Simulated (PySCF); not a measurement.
C3H6O2Si, SMILES C=C1OC([SiH3])O1. Geometry: PBE-D3(BJ)/def2-SVP. This is a generated structure with no PubChem entry under its InChIKey; it may be hypothetical.

Computed equilibrium geometry at PBE-D3(BJ)/def2-SVP (PySCF confirms it by a frequency run) as bond lengths and angles, and its point group:
point group Cs.
Atoms: C1 C2 O3 C4 Si5 O6 H7 H8 H9 H10 H11 H12. Bonded distances (Å): C1–C2 1.339, C1–H7 1.096, C1–H8 1.096, C2–O3 1.381, C2–O6 1.381, O3–C4 1.447, C4–Si5 1.930, C4–O6 1.447, C4–H9 1.116, Si5–H10 1.502, Si5–H11 1.502, Si5–H12 1.499. Bond angles (°): C2–C1–H7 119.6, C2–C1–H8 119.6, H7–C1–H8 120.8, C1–C2–O3 131.7, C1–C2–O6 131.7, O3–C2–O6 96.5, C2–O3–C4 86.3, O3–C4–Si5 113.0, O3–C4–O6 90.8, O3–C4–H9 111.4, Si5–C4–O6 113.0, Si5–C4–H9 114.9, O6–C4–H9 111.4, C4–Si5–H10 108.6, C4–Si5–H11 108.6, C4–Si5–H12 107.6, H10–Si5–H11 109.9, H10–Si5–H12 111.1, H11–Si5–H12 111.1, C2–O6–C4 86.3.
Charge 0, spin multiplicity 1.
